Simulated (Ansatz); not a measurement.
Program: Ansatz. Geometries: PBE0-D4/def2-TZVP. ΔE: electronic, gas phase. CBS: MP2 limit from def2 TZ/QZ plus the TZ coupled-cluster correction, frozen cores. DFT in def2-TZVPP. B3LYP here is the variant with VWN-RPA as its local correlation; programs differ in this. HSE06 is defined as in plane-wave codes. For Sc outer-core shells are correlated without core-valence functions, which leaves a few kJ/mol of doubt a bond. Scalar relativity is left out up to krypton. Each species was taken in one conformer, which may not be the lowest.

`[OH][Sc]([OH])[O][SiH3]` + `CN[SiH3]` → `CN([SiH3])[SiH3]` + `[OH][Sc]([OH])[OH]`  (ligand exchange at the Si–O bond)

**Question.** Is it downhill or uphill in electronic energy at CCSD(T)/CBS, and by how much? (Estimate.)

**Answer.** Computed: Uphill: ΔE = +14.6 kcal/mol.

**Question.** What do these levels give: r2SCAN-D4, HSE06-D4, CAM-B3LYP-D4, ωB97M-V, revPBE, r2SCAN, B3LYP, HSE06, RPA@PBE/def2-TZVPP, CCSD(T)/def2-TZVPP, HF/CBS(def2), CCSD/CBS(def2)? (Estimate.)

**Answer.** Computed: r2SCAN-D4 14.6, HSE06-D4 13.6, CAM-B3LYP-D4 15.0, ωB97M-V 13.9, revPBE 14.9, r2SCAN 14.9, B3LYP 16.5, HSE06 14.6, RPA@PBE/def2-TZVPP 14.5, CCSD(T)/def2-TZVPP 14.6, HF/CBS(def2) 20.0, CCSD/CBS(def2) 15.3 kcal/mol.

Largest T1 diagnostic among the species: 0.016.

Leaving LDA and LC-ωPBE aside and taking each functional with its dispersion term where it has one, the values, not all of them listed here, spread over 3.8 kcal/mol, from revPBE-D4 to B97M-V. LDA lies −1.9 kcal/mol from PBE without D4. In def2-TZVPP, CCSD(T) changes the Hartree–Fock value by −5.0 kcal/mol (the triples alone add −0.7 kcal/mol) and MP2 by −5.6 kcal/mol.
